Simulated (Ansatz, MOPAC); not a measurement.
The molecule AgC, multiplicity 4 (lowest of 2S+1 = 2, 4 at CCSD(T)/def2-TZVPP on PBE0 minima; our sources give no spin for the ground state, which may be another). No spin–orbit coupling.

Seven points along R, fitted to fifth degree in 1/R; most abundant isotopes. In def2 and cc sets the state is the lowest found near the PBE0 minimum, followed along R.

Correlated levels freeze the inner cores; with def2 sets outer-core shells near the valence are correlated too. CBS: X⁻³ extrapolation of the correlation energy, Hartree–Fock from the larger set. The state that PM6, PM7 reach isn't checked; PM7 holds dispersion and hydrogen-bond terms.

Codes used: Ansatz (Gaussian orbitals); MOPAC for PM6, PM7 (differences of heats of formation). Each number belongs to the level named beside it. In def2 rows elements past Kr take small-core potentials, without spin–orbit coupling.

| level | r_e (Å) | ω_e (cm⁻¹) | ω_e x_e (cm⁻¹) | dipole (D) |
|---|---|---|---|---|
| PM6 | 1.951 | 606 | 3.9 | - |
| PM7 | 2.068 | 580 | 4.6 | - |
| PBE0/def2-TZVPP | 2.013 | 491 | 4.1 | 3.97 |
| CAM-B3LYP/def2-TZVPP | 2.021 | 484 | 4.0 | 4.11 |
| wB97M-V/def2-TZVPP | 2.042 | ___ | 3.5 | 4.60 |
| B2PLYP/def2-TZVPP | 2.015 | 481 | 4.0 | - |
| CCSD/def2-TZVPP | 2.040 | 487 | 3.7 | - |
| CCSD(T)/CBS(def2-TZVPP, def2-QZVPP) | ___ | ___ | 3.4 | - |

### Question
Some entries are withheld; supply them.

### Answer

- CCSD(T)/CBS(def2-TZVPP, def2-QZVPP), r_e (Å): 2.017
- CCSD(T)/CBS(def2-TZVPP, def2-QZVPP), ω_e (cm⁻¹): 490
- wB97M-V/def2-TZVPP, ω_e (cm⁻¹): 478

Ansatz is a program for electronic structure.
